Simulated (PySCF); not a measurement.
# Assigning NMR signals

Geometry:
```
atom   x (Å)   y (Å)   z (Å)
  C1  -2.988  -0.193  -0.267
  C2  -1.847   0.167   0.694
  O3  -2.069   1.426   1.284
  C4  -0.507   0.061  -0.019
  C5   0.111   1.116  -0.540
  C6   1.371   1.089  -1.288
  C7   2.537   0.664  -0.817
  C8   2.768   0.117   0.522
  C9   2.152  -0.942   1.035
 C10   1.153  -1.755   0.339
 C11  -0.001  -1.317  -0.146
 H12  -2.901  -1.222  -0.604
 H13  -2.964   0.463  -1.136
 H14  -3.943  -0.072   0.240
 H15  -1.846  -0.534   1.537
 H16  -2.158   2.081   0.583
 H17  -0.334   2.103  -0.462
 H18   1.322   1.539  -2.273
 H19   3.429   0.769  -1.424
 H20   3.557   0.605   1.085
 H21   2.443  -1.314   2.011
 H22   1.397  -2.809   0.268
 H23  -0.685  -2.016  -0.612
```

Method: GFN2-xTB structure, σ from GIAO-PBE0/pcSseg-1, in PySCF 2.14 (non-relativistic Hamiltonian, fast rotation and ring inversion assumed for equivalent nuclei, single conformer, gas phase).

δ = σ(ref) − σ, references computed at the same level: ¹³C (σ = 186.93 ppm), ¹H (σ = 31.72 ppm) vs TMS.

Problem. Assign these signals to the numbered atoms. ¹³C{¹H} NMR (computed): δ 161.5 (C), 141.4 (CH), 141.2 (CH), 141.0 (CH), 140.7 (CH), 140.6 (CH), 139.7 (CH), 129.6 (CH), 75.5 (CH), 27.8 (CH3).

Solution. 
```tsv
δ (ppm)	atoms	environment	reason
161.5	C4	fully substituted alkene carbon	as expected for a trigonal carbon in a double bond
141.4	C11	alkene CH	an sp2 carbon of a C=C bond
141.2	C6	alkene CH	–
141.0	C8	alkene CH	–
140.7	C9	alkene CH	–
140.6	C10	alkene CH	–
139.7	C7	alkene CH	–
129.6	C5	alkene CH	–
75.5	C2	allylic sp3 CH bonded to O	deshielded by the electronegative neighbour
27.8	C1	methyl carbon	saturated and bonded to C and H only
```

C11 and C6; C6 and C8; C8 and C9; C9 and C10; C10 and C7 lie closer than the usual error of such a calculation, so a measured spectrum could show them in the other order.

Problem. Assign these signals to the numbered atoms. ¹H NMR (300 MHz, computed): δ 6.24 (m, 1H), 6.23 (m, 1H), 6.23 (m, 1H), 6.21 (m, 1H), 6.19 (m, 1H), 6.15 (m, 1H), 5.73 (d, 1H), 4.04 (q, 1H), 1.18 (d, 3H), 0.81 (br s, 1H).

Solution. 
6.24 → H21, hydrogen on an alkene CH: olefinic region
6.23 → H18, hydrogen on an alkene CH
6.23 → H20, hydrogen on an alkene CH
6.21 → H22, hydrogen on an alkene CH
6.19 → H23, hydrogen on an alkene CH
6.15 → H19, hydrogen on an alkene CH
5.73 → H17, hydrogen on an alkene CH
4.04 → H15, hydrogen on an allylic sp3 CH bonded to O: its carbon carries O, hence the downfield position
1.18 → H12/H13/H14, hydrogen on a methyl carbon
0.81 → H16, hydrogen on an alcohol oxygen: exchangeable, gas-phase position

H21 and H18; H18 and H20; H20 and H22; H22 and H23; H23 and H19 lie closer than the usual error of such a calculation, so a measured spectrum could show them in the other order.

The OH or NH signal is concentration- and solvent-dependent in practice; the value given is the gas-phase one. Shifts are as computed. Against solution values, carbons near 30 ppm lie about +3 ppm off and those near 130 ppm about +5 ppm. Of 1211 compounds with measured shifts, 218 miss one by over three times the rms of a fit or turn the order of signals round; such compounds aren't used in these exercises. No couplings were computed; multiplicities are counted from neighbouring protons, with m where these are inequivalent, close in shift, in a saturated or five-membered ring or joined by F or P, and br s for small geminal =CH2 splittings.
